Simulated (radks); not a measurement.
The numbers below are computed, except where a source is named.
Task: These are the eigenvalues of the occupied orbitals of an atom or ion with whole-number occupations (eV). Level of theory: Dirac Kohn-Sham, Wu-Cohen GGA, spin-unpolarised, spherical densities, finite nucleus; Fermi nuclear charge, rms radius of each element as measured or else 0.836 A^(1/3) + 0.57 fm (a radial shooting solver on a logarithmic mesh with Libxc functionals).

orbital  eigenvalue
1s1/2     -7592.288
2s1/2     -900.6375
2p1/2     -782.0806
2p3/2     -767.2473
3s1/2     -105.3085
3p1/2      -70.0845
3p3/2      -68.2581
3d3/2      -12.3187
3d5/2      -12.1417

Which element is it, and in what charge state? The configuration may be excited. Open shells, if any, fill j = l - 1/2 first.

Result: Z = 27, cobalt, charge +1: Co+ in [Ar] 3d8. The list shows which subshells hold electrons but not how many an open one holds; the 1s level, -279.01 hartree, gives Z - s = 23.6 by -(Z - s)^2/2, which with screening and relativity narrows Z to a few neighbours, and the depths of the outer levels then fix element, charge and occupations together.
